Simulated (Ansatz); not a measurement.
Basis-set extrapolation for `CO[SiH](Cl)SC` (PBE0-D4/def2-TZVP geometry, frozen core, the Gaussian-basis code of Ansatz). Multiplicity 1, RHF reference.

|  | def2-TZVPP | def2-QZVPP |
| --- | --- | --- |
| HF | -1300.863046 | -1300.903847 |
| MP2 correlation | -1.069296 | -1.156705 |
| CCSD(T) correlation | -1.180488 | not run |

Energies in hartree. Use E(X) = E(∞) + A·exp(−7.88·√X) for Hartree–Fock and E(X) = E(∞) + B·X^(−2.97) for correlation, with X = 3 and 4, and add CCSD(T) minus MP2 of the smaller set to the MP2 limit.

Question: What is the CCSD(T) energy at the basis-set limit?

Answer: HF limit: -1300.903847 + (-0.040801) × 0.13774 = -1300.90947. MP2 limit: -1.156705 + (-0.087409) × 0.74074 = -1.22145. Higher-order term: -1.180488 − (-1.069296) = -0.11119. Total: -1302.24211 hartree, 521.4 kJ/mol below CCSD(T)/def2-TZVPP.
